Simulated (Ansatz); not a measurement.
Energy difference R1 → 3 P1 + P2, each structure at its B3LYP-D3(BJ)/def2-TZVP stationary point, reached from a drawn start (curvature not checked).
R1, O3S (SMILES O=S(=O)=O) (charge 0, multiplicity 1):
```xyz
4

S      0.00000     0.00000     0.00000
O      1.42663     0.00000     0.00000
O     -0.71331     1.23550     0.00000
O     -0.71331    -1.23550     0.00000
```
P1: O atom, charge 0, multiplicity 3.
P2: S atom, charge 0, multiplicity 3.

P less R. No zero-point or thermal terms; singlets are restricted closed shells; open shells are unrestricted; no spin–orbit coupling.

Frozen-core correlation throughout.

Codes used: Ansatz (Gaussian orbitals). All values are computed, each at the level named.

Problem. What is the computed reaction energy (CCSD(T)/cc-pV(Q+d)Z)?

Solution. 334.6 kcal/mol

Problem. What is the computed reaction energy (HF/cc-pV(Q+d)Z)?

Solution. 141.2 kcal/mol

Problem. Predict the reaction energy from revPBE/def2-TZVPP.

Solution. 349.5 kcal/mol

Ansatz is an electronic-structure program.
